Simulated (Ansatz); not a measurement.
**CH2NSn (SMILES N#[C][SnH2]): the energy to break a bond**

CH2NSn has 5 atoms, charge 0, and is taken as a doublet. As SMILES, `N#[C][SnH2]`. Geometry: optimised at r2SCAN/def2-SVP.

```xyz
5

N     0.8370   -1.5450    1.6794
C     0.5081   -0.8540    0.7975
Sn    0.0135    0.3337   -0.9028
H    -1.6563    0.0395   -1.1845
H     0.3476    1.9522   -0.4310
```

Wanted: the dissociation energy of the Sn3–C2 bond into singlet SnH2 and doublet CN (shapes relaxed at r2SCAN/def2-SVP, no zero-point term). 1 Eh = 2625.50 kJ/mol = 27.2114 eV. Totals in Eh; open shells run unrestricted unless said.

```
                                                      level  program       CH2NSn  singlet SnH2  doublet CN
                         USVWN5/def2-TZVPP (core potential)   Ansatz  -307.185055   -215.098143  -91.949188
                       UPBE0-D4/def2-TZVPP (core potential)   Ansatz  -308.222872   -215.459194  -92.633767
UB2PLYP/def2-TZVPP (core potential), 6 core orbitals frozen   Ansatz  -308.050407   -215.245054  -92.682371
```

**Question.** Work out the dissociation energy at each level.

**Answer.** 
1. USVWN5/def2-TZVPP (core potential): (-215.098143) + (-91.949188) − (-307.185055) = 0.137724 Eh = 361.6 kJ/mol = 3.75 eV.
2. UPBE0-D4/def2-TZVPP (core potential): (-215.459194) + (-92.633767) − (-308.222872) = 0.129911 Eh = 341.1 kJ/mol = 3.54 eV.
3. UB2PLYP/def2-TZVPP (core potential): (-215.245054) + (-92.682371) − (-308.050407) = 0.122982 Eh = 322.9 kJ/mol = 3.35 eV.

The levels span 323 to 362 kJ/mol; no measured value is set beside them. A fragment with an even electron count was run as a singlet and may have a lower triplet. A bond enthalpy at 298 K also holds the loss of zero-point energy and thermal terms.
